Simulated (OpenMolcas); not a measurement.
# Mo3+: ligand-field states by method

Mo3+ with its 6 nearest chloride ions at 2.509 Å, on the Y site of Cs2NaYCl6 (a = 10.7396 Å, distance in the model lattice 2.619 Å). The rest of the host is ab initio model potentials to 7.6 Å, with orthogonalisation functions on the cations behind the ligands, and point charges beyond; the distance is set by hand and nothing relaxes. Ligand basis ANO-RCC-VDZP.

```json
{
 "Program": "OpenMolcas",
 "Basis": "ANO-RCC-VTZP [7s6p4d2f1g]",
 "Scalar Hamiltonian": "DKH2, point nucleus",
 "Active space": "3 electrons in 5 orbitals (4d)",
 "State averaging": "2S+1 = 4 even, 10 roots; 2S+1 = 2 even, 40 roots",
 "Spin-orbit coupling": "RASSI with atomic mean-field integrals over the reference wave functions"
}
```

I. CASSCF
II. SS-CASPT2, IPEA 0.25 Eh, imaginary shift 0.1 Eh (closed shells correlated: 4s 4p and the ligand valence shells)

Spin-free states (labels of O, the rotations of Oh) in cm-1, each column counted from its own energy of the first state listed:

```csv
State,Degeneracy,I,II
4A2,1,0,0
2E,2,13582,9260
2T1,3,14164,9510
4T2,3,17618,19570
2T2,3,20557,15240
4T1,3,24382,24670
2A1,1,28584,26210
2S+1 = 2,3,30086,28030
2S+1 = 2,3,30944,28570
2E,2,32556,29360
2T1,3,35087,31520
4T1,3,38541,40640
2T2,3,40115,34930
2A2,1,41570,35700
```

From I to II, I's first state of the same spin (4T2) moves from 17618 to 19570 cm-1, by about +1900 cm-1.

From I to II, I's first state of another spin (2E) moves from 13582 to 9260 cm-1, by about -4300 cm-1.

I: A least-squares ligand-field fit to the states below 45000 cm-1, each weighted by its degeneracy and with a free common offset, gives 10Dq = 17219 cm-1, B = 654 cm-1 and C = 2700 cm-1 (C/B = 4.13), with an rms deviation of 274 cm-1. The same method and metal basis give the free ion B = 813 cm-1 (fit to its terms below 60000 cm-1, rms deviation 33 cm-1), so the nephelauxetic ratio is β = 654 / 813 = 0.80; it hangs on how both fits weigh the states, and computed free-ion B values tend to be too large, so β mixes covalency with correlation.

II: A least-squares ligand-field fit to the states below 45000 cm-1, each weighted by its degeneracy and with a free common offset, gives 10Dq = 19121 cm-1, B = 487 cm-1 and C = 1812 cm-1 (C/B = 3.72), with an rms deviation of 393 cm-1. The same method and metal basis give the free ion B = 671 cm-1 (fit to its terms below 60000 cm-1, rms deviation 271 cm-1), so the nephelauxetic ratio is β = 487 / 671 = 0.73; it hangs on how both fits weigh the states, and computed free-ion B values tend to be too large, so β mixes covalency with correlation.

From I to II, 10Dq changes by +11 %, B by -26 % and C by -33 %.

χT at 300 K: I 1.75, II 1.76 cm3 K/mol.

Roots that are degenerate in the reference are averaged as groups; the widest CASPT2 spread within a group is 660 cm-1 (the 3-fold group of multiplicity 2 near 51200 cm-1 above the lowest state of its run, II). Shifts and gaps below about the spread of the groups concerned are not significant. Over all roots computed the reference weight is 0.66 to 0.67 in II; a low but even weight reflects the number of correlated electrons. The least metal-like active orbital is 80 % on the metal (Löwdin) and no ligand orbital is active, so the numbers are rough. Ligand-to-metal charge-transfer states are missing. With no ligand orbital active B as a rule stays too high, so bands that hang on it stand too high and its fall with covalency is understated. Without dynamic correlation the repulsion within the d shell is too large (B by tens of per cent), so at a given field states of lower spin stand too high (holds for I). With metal d orbitals alone the field can be off either way by tens of per cent (holds for I). With one d shell and no ligand orbital active, 10Dq can be off by a tenth or more (holds for II). No measured value stands beside these numbers; the geometry was set by hand and not optimised.
